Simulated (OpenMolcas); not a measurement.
**Pt4+: moving or changing the point charges**

Pt4+ among 6 point charges of -1.7 e arranged as a trigonal prism (D3h), 1.87 Å from the ion, with a polar angle of 44.2° against the regular 49.1°.
```
   1.3035    0.0000    1.3409  -1.70
  -0.6517    1.1288    1.3409  -1.70
  -0.6517   -1.1288    1.3409  -1.70
   1.3035    0.0000   -1.3409  -1.70
  -0.6517    1.1288   -1.3409  -1.70
  -0.6517   -1.1288   -1.3409  -1.70
```

- Program: OpenMolcas 26.06
- Method: SS-CASPT2, IPEA 0.25 Eh, imaginary shift 0.1 Eh (closed shells correlated: 4f 5s 5p)
- Basis: ANO-RCC-VDZP [7s6p4d2f]
- Scalar Hamiltonian: DKH2, point nucleus
- Active space: 6 electrons in 5 orbitals (5d)
- State averaging: 2S+1 = 5 even, 5 roots; 2S+1 = 3 even, 45 roots; 2S+1 = 1 even, 50 roots
- Spin-orbit coupling: state interaction with AMFI integrals over the reference wave functions

Runs around this geometry, states (labels of D3, the rotations of D3h). Energies in cm-1 above the lowest state or level, χT in cm3 K/mol.

```json
{"R (Å)": "1.87", "q (e)": "-1.36", "Polar angle / regular": "0.9", "Ground state": "5E", "First state of that spin": "5A1 8470", "First gap with spin-orbit (degeneracies)": "2120 (2, 1)", "χT at 300 K": "4.436", "First state of another spin": "3E 14460"}
{"R (Å)": "1.73", "q (e)": "-1.7", "Polar angle / regular": "0.9", "Ground state": "5E", "First state of that spin": "5A1 10150", "First gap with spin-orbit (degeneracies)": "6 (1, 2)", "χT at 300 K": "2.948", "First state of another spin": "1A1 6790"}
{"R (Å)": "1.87", "q (e)": "-1.7", "Polar angle / regular": "0.9", "Ground state": "5E", "First state of that spin": "5A1 9750", "First gap with spin-orbit (degeneracies)": "2110 (2, 1)", "χT at 300 K": "4.432", "First state of another spin": "3E 11980"}
{"R (Å)": "2.03", "q (e)": "-1.7", "Polar angle / regular": "0.9", "Ground state": "5E", "First state of that spin": "5A1 8750", "First gap with spin-orbit (degeneracies)": "2160 (2, 1)", "χT at 300 K": "4.431", "First state of another spin": "3E 15150"}
{"R (Å)": "1.87", "q (e)": "-1.7", "Polar angle / regular": "0.97", "Ground state": "5E", "First state of that spin": "5A1 6170", "First gap with spin-orbit (degeneracies)": "1910 (2, 1)", "χT at 300 K": "4.440", "First state of another spin": "3E 13280"}
```

Taking the first state of the same spin as R^-n, n = -ln(8750 / 10150) / ln(2.03 / 1.73) = 0.9 between the shortest and longest distance.

Scaling the charges by -1.36 / -1.7 = 0.80 scales the first state of the same spin by 8470 / 9750 = 0.87; with fixed orbitals a first-order splitting would follow the charge.

Roots that are degenerate in the reference are averaged as groups; the widest CASPT2 spread within a group is 120 cm-1 (the 2-fold group of multiplicity 1 near 65500 cm-1 above the lowest state of its run, R = 1.73, q = -1.7, ratio = 0.9). Shifts and gaps below about the spread of the groups concerned are not significant. Point charges give a weaker field than real ligands, and real ions of this kind are as a rule low spin; the high spin found here belongs to the model. Free-ion shares, where given, are those of the reference states; single-state CASPT2 does not remix them. An orbital doublet at a regular site is open to a Jahn-Teller distortion, which this geometry leaves out (holds for R = 1.87, q = -1.36, ratio = 0.9; R = 1.87, q = -1.7, ratio = 0.9; R = 2.03, q = -1.7, ratio = 0.9; R = 1.87, q = -1.7, ratio = 0.97). This shell can be high or low spin here, a state of another spin lies low, and with metal d orbitals alone active their balance is uncertain, so the ground spin may be wrong (holds for R = 1.87, q = -1.36, ratio = 0.9; R = 1.73, q = -1.7, ratio = 0.9; R = 1.87, q = -1.7, ratio = 0.9; R = 1.87, q = -1.7, ratio = 0.97). Spin-orbit coupling mixes the spin-free states strongly: the lowest level takes only 44 % from its leading state, 3E, which lies 7414 cm-1 above the lowest spin-free state (holds for R = 1.73, q = -1.7, ratio = 0.9). This is an electrostatic model: the charges have no orbitals. No measured value stands beside these numbers.
